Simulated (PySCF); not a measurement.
Run record for `C(F)/C(=C/C)OC`: WP04/6-31++G**, full TDDFT, 25 singlets.

Method: TDDFT WP04/6-31++G**, vertical, gas phase, core orbitals frozen in the response (PySCF 2.14.0, density-fitted response routines). Geometry: GFN2-xTB. The command runs a driver script over a list of jobs; the input below is this job's line of settings and its coordinates in Å.

Command:
```bash
OMP_NUM_THREADS=1 python probes_run.py task.json out
```

Input:
```
{"job": {"kind": "uv", "xc": "WP04", "basis": "6-31++G**", "nstates": 25, "ntriplets": 5, "tda": false}, "charge": 0, "multiplicity": 1}
C      2.386823    -0.444742     0.117834
C      1.027046    -0.995620    -0.151458
C     -0.108341    -0.318809     0.023414
C     -1.444874    -0.955439    -0.252251
F     -2.006423    -0.485327    -1.425414
O     -0.065035     0.961042     0.515222
C     -1.162742     1.812848     0.271854
H      2.855356    -0.982444     0.941856
H      2.321637     0.607476     0.375970
H      3.021061    -0.564093    -0.759658
H      0.976681    -2.018331    -0.492047
H     -2.169597    -0.743853     0.541402
H     -1.331225    -2.034966    -0.376512
H     -0.836998     2.803494     0.586183
H     -1.429686     1.840293    -0.787537
H     -2.041281     1.527416     0.859732
```

Output:
```
coarse grid: 13184 points
cycle   1  E = -379.0456035993  dE =  7.198e-01  |g| = 1.006e+00  |ddm| = 5.522e+00
cycle   2  E = -378.7102130528  dE =  3.354e-01  |g| = 1.686e+00  |ddm| = 1.312e+01
cycle   3  E = -379.2346517451  dE = -5.244e-01  |g| = 2.032e-01  |ddm| = 1.088e+01
cycle   4  E = -379.2425702713  dE = -7.919e-03  |g| = 8.213e-02  |ddm| = 7.774e-01
cycle   5  E = -379.2437527155  dE = -1.182e-03  |g| = 4.395e-02  |ddm| = 4.609e-01
cycle   6  E = -379.2442468544  dE = -4.941e-04  |g| = 7.239e-03  |ddm| = 1.489e-01
cycle   7  E = -379.2442594707  dE = -1.262e-05  |g| = 1.614e-03  |ddm| = 2.371e-02
cycle   8  E = -379.2442599790  dE = -5.084e-07  |g| = 4.638e-04  |ddm| = 3.632e-03
final grid: 127200 points
cycle   9  E = -379.1821908542  dE = -6.516e-05  |g| = 1.119e-02  |ddm| = 2.368e-01
cycle  10  E = -379.1821653170  dE =  2.554e-05  |g| = 1.618e-02  |ddm| = 5.522e-02
cycle  11  E = -379.1822192022  dE = -5.389e-05  |g| = 2.448e-03  |ddm| = 3.331e-02
cycle  12  E = -379.1822204478  dE = -1.246e-06  |g| = 4.729e-04  |ddm| = 4.249e-03
cycle  13  E = -379.1822204850  dE = -3.714e-08  |g| = 2.745e-04  |ddm| = 2.078e-03
cycle  14  E = -379.1822205020  dE = -1.704e-08  |g| = 3.814e-05  |ddm| = 1.149e-03
cycle  15  E = -379.1822205023  dE = -2.854e-10  |g| = 1.904e-05  |ddm| = 1.386e-04
converged SCF energy = -379.1822205023

Static polarisability (au): isotropic 63.325, principal 47.349 59.284 83.343

Singlet excitations
state   eV       nm        f      main configurations
  1   6.0071    206.4   0.14861   H->L 0.54, H->L+1 0.43
  2   6.2572    198.1   0.15283   H->L+1 0.48, H->L 0.33, H->L+2 0.15
  3   6.4515    192.2   0.03712   H->L+2 0.84, H->L+1 0.08
  4   6.7385    184.0   0.00421   H->L+3 0.99
  5   7.1821    172.6   0.01594   H->L+4 0.93
  6   7.3251    169.3   0.00233   H->L+5 0.93
  7   7.4260    167.0   0.02517   H->L+6 0.72, H-1->L 0.21
  8   7.4915    165.5   0.02125   H-1->L 0.68, H->L+6 0.19
  9   7.7194    160.6   0.00449   H->L+7 0.83, H->L+9 0.10
 10   7.7809    159.3   0.03191   H->L+8 0.94
 11   7.8514    157.9   0.05651   H->L+9 0.83, H->L+7 0.09
 12   8.3772    148.0   0.01266   H-3->L 0.85
 13   8.3962    147.7   0.00842   H->L+10 0.85
 14   8.4913    146.0   0.00108   H->L+11 0.95
 15   8.5082    145.7   0.08330   H-2->L 0.62, H-1->L+1 0.18
 16   8.5768    144.6   0.01779   H-1->L+1 0.77, H-2->L 0.13
 17   8.6983    142.5   0.01782   H->L+12 0.84
 18   8.8022    140.9   0.00459   H-4->L 0.90
 19   8.8202    140.6   0.00445   H-1->L+2 0.92
 20   8.8864    139.5   0.00016   H->L+13 0.97
 21   9.0173    137.5   0.00783   H->L+14 0.94
 22   9.1441    135.6   0.01745   H-1->L+3 0.97
 23   9.2565    133.9   0.00683   H-5->L 0.87
 24   9.2951    133.4   0.00693   H-2->L+1 0.72, H->L+15 0.21
 25   9.3353    132.8   0.00007   H->L+15 0.74, H-2->L+1 0.17

Triplet excitations (Tamm-Dancoff, eV): 3.8897 6.0590 6.3683 6.7173 7.0278
```

The SCF starts on a coarse grid where the log names one; the energy can jump when the final grid takes over, and dE then counts from the start density on the new grid. H and L stand for HOMO and LUMO; the number after each pair is its weight.

How does the lowest singlet excitation compare with the HOMO–LUMO gap?

HOMO -7.59 eV and LUMO -1.82 eV give a gap of 5.77 eV; S1 at 6.01 eV lies 0.24 eV above it.

Give S1 in cm⁻¹ and kJ/mol.

6.0071 eV × 8065.54 = 48451 cm⁻¹; × 96.485 = 579.6 kJ/mol.

In short: SCF converged in 15 cycles with 180 basis and 753 fitting functions; HOMO -7.59 eV, LUMO -1.82 eV; lowest singlet 6.01 eV; lowest triplet 3.89 eV (Tamm–Dancoff); mean polarisability 63.3 au.

All basis functions are spherical, in the Pople sets too.

The run took about 1.7 min of CPU time (one thread, shared machine).

Shape of the structure used: `[CH3:1]/[CH:2]=[C:3](/[CH2:4][F:5])[O:6][CH3:7]`: C2–C3–C4–F5 -106°, C2–C3–O6–C7 158°.

One conformer stands for the species.
